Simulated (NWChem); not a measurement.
Everything below was run with NWChem. System: H$_{2}$OSi, charge 1, spin multiplicity 2, at the geometry of a parent with another charge or spin, in a state set for the comparison that need not be this species' ground state. Its SCF solution wasn't tested for a lower state. Level: UHF/def2-TZVP.

Output (cleaned and shortened):

```
             Northwest Computational Chemistry Package (NWChem) 7.3.0
             --------------------------------------------------------

                                NWChem Input Module
                                -------------------

 Scaling coordinates for geometry "geometry" by  1.889725989
 (inverse scale =  0.529177249)

 Turning off AUTOSYM since
 SYMMETRY directive was detected!

                             Geometry "geometry" -> ""
                             -------------------------

 Output coordinates in angstroms (scale by  1.889725989 to convert to a.u.)

  No.       Tag          Charge          X              Y              Z
 ---- ---------------- ---------- -------------- -------------- --------------
    1 Si                  14.0000     0.00000000     0.00000000     0.44097800
    2 O                    8.0000     0.00000000     0.00000000    -1.09106900
    3 H                    1.0000    -1.23535100     0.00000000     1.27742800
    4 H                    1.0000     1.23535100     0.00000000     1.27742800

 Effective nuclear repulsion energy (a.u.)      52.0007935892

            Nuclear Dipole moment (a.u.)
            ----------------------------
        X                 Y               Z
 ---------------- ---------------- ----------------
     0.0000000000     0.0000000000    -0.0000075589

      Symmetry information
      --------------------

 Group name             C2v
 Group number             16
 Group order               4
 No. of unique centers     3

      Symmetry unique atoms

     1    2    3


 Summary of "ao basis" -> "" (spherical)
 ------------------------------------------------------------------------------
       Tag                 Description            Shells   Functions and Types
 ---------------- ------------------------------  ------  ---------------------
 *                         def2-tzvp                  on all atoms

 Summary of "ao basis" -> "ao basis" (spherical)
 ------------------------------------------------------------------------------
       Tag                 Description            Shells   Functions and Types
 ---------------- ------------------------------  ------  ---------------------
 Si                        def2-tzvp                13       37   5s5p2d1f
 O                         def2-tzvp                11       31   5s3p2d1f
 H                         def2-tzvp                 4        6   3s1p

                                 NWChem SCF Module
[...]
    18      0.358146  1 Si px                71      0.321298  3 H  s
    77     -0.321298  4 H  s                 43      0.304817  2 O  px
    46      0.285655  2 O  px                49      0.274904  2 O  px

 Vector   13  Occ=0.000000D+00  E=-2.121059D-01  Symmetry=b2
              MO Center=  1.3D-15, -1.2D-14,  5.9D-01, r^2= 3.0D+00
   Bfn.  Coefficient  Atom+Function         Bfn.  Coefficient  Atom+Function
  ----- ------------  ---------------      ----- ------------  ---------------
    19      0.583650  1 Si py                16      0.463024  1 Si py
    50     -0.202588  2 O  py                44     -0.156369  2 O  py

 Vector   14  Occ=0.000000D+00  E=-1.245005D-01  Symmetry=a1
              MO Center=  2.4D-15, -1.1D-14,  4.5D-01, r^2= 3.9D+00
   Bfn.  Coefficient  Atom+Function         Bfn.  Coefficient  Atom+Function
  ----- ------------  ---------------      ----- ------------  ---------------
     5      1.251889  1 Si s                 42     -0.749040  2 O  s
    20     -0.659469  1 Si pz                71     -0.303941  3 H  s
    77     -0.303941  4 H  s                  4      0.216194  1 Si s
    51     -0.209573  2 O  pz                17     -0.176792  1 Si pz
     3     -0.170887  1 Si s

 center of mass
 --------------
 x =   0.00000000 y =   0.00000000 z =  -0.10435325

 moments of inertia (a.u.)
 ------------------
          98.669337442771           0.000000000000           0.000000000000
           0.000000000000         109.654172411839           0.000000000000
           0.000000000000           0.000000000000          10.984834969068

  Mulliken analysis of the total density
  --------------------------------------

    Atom       Charge   Shell Charges
 -----------   ------   -------------------------------------------------------
    1 Si  14    13.18   2.00  0.59  1.39  0.88  0.32  4.12  1.73  0.51  1.12  0.15  0.17  0.16  0.05
    2 O    8     8.13   0.79  1.18  0.60  1.01  0.28  1.76  1.89  0.57  0.00  0.02  0.00
    3 H    1     0.85   0.22  0.51  0.10  0.01
    4 H    1     0.85   0.22  0.51  0.10  0.01

  Mulliken analysis of the alpha density
  --------------------------------------

    Atom       Charge   Shell Charges
 -----------   ------   -------------------------------------------------------
    1 Si  14     6.56   1.00  0.29  0.70  0.43  0.15  2.06  0.87  0.24  0.53  0.07  0.10  0.10  0.03
    2 O    8     4.56   0.40  0.59  0.31  0.52  0.13  1.10  1.17  0.32  0.00  0.01  0.00
    3 H    1     0.44   0.11  0.27  0.05  0.01
    4 H    1     0.44   0.11  0.27  0.05  0.01

   Mulliken analysis of the beta density
   -------------------------------------

    Atom       Charge   Shell Charges
 -----------   ------   -------------------------------------------------------
    1 Si  14     6.62   1.00  0.29  0.69  0.45  0.16  2.06  0.86  0.26  0.59  0.09  0.07  0.06  0.02
    2 O    8     3.57   0.40  0.59  0.29  0.50  0.15  0.66  0.72  0.25  0.00  0.01  0.00
    3 H    1     0.40   0.11  0.24  0.05  0.01
    4 H    1     0.40   0.11  0.24  0.05  0.01

   Mulliken analysis of the spin density
   -------------------------------------

    Atom       Charge   Shell Charges
 -----------   ------   -------------------------------------------------------
    1 Si  14    -0.06  -0.00 -0.00  0.00 -0.02 -0.01 -0.00  0.00 -0.02 -0.06 -0.02  0.02  0.03  0.01
    2 O    8     0.99   0.00 -0.00  0.02  0.02 -0.02  0.45  0.45  0.08  0.00  0.00 -0.00
    3 H    1     0.04   0.01  0.02  0.01 -0.00
    4 H    1     0.04   0.01  0.02  0.01 -0.00

       Multipole analysis of the density wrt the origin
       ------------------------------------------------

     L   x y z        total         alpha         beta         nuclear
     -   - - -        -----         -----         ----         -------
     0   0 0 0      1.000000    -12.000000    -11.000000     24.000000

     1   1 0 0     -0.000000     -0.000000     -0.000000      0.000000
     1   0 1 0      0.000000     -0.000000      0.000000      0.000000
     1   0 0 1      1.205700      1.509161     -0.303454     -0.000008

     2   2 0 0    -10.493602    -11.356993    -10.036155     10.899546
     2   1 1 0     -0.000000      0.000000     -0.000000      0.000000
     2   1 0 1     -0.000000      0.000000     -0.000000      0.000000
     2   0 2 0    -10.226365     -5.160347     -5.066018      0.000000
     2   0 1 1     -0.000000     -0.000000      0.000000      0.000000
     2   0 0 2    -10.875692    -35.442332    -30.818994     55.385634

 Task  times  cpu:        2.1s     wall:        2.1s

 Total times  cpu:        2.2s     wall:        2.2s
```

**Question.** Write an NWChem input that would produce this output.

**Answer.** Several could match; the one computed here: 
```
start mol
memory heap 200 mb stack 900 mb global 1100 mb
charge 1
geometry units angstroms nocenter noautoz
  Si     0.000000     0.000000     0.440978
  O      0.000000     0.000000    -1.091069
  H     -1.235351     0.000000     1.277428
  H      1.235351     0.000000     1.277428
  symmetry group C2v
end
basis spherical
  * library def2-tzvp
end
scf
  uhf
  nopen 1
  maxiter 100
  thresh 1e-7
  semidirect memsize 60000000 filesize 0
  # guess.movecs holds the orbitals of an unrestricted PBE0 run
  vectors input guess.movecs output mol.movecs
end
task scf energy
```
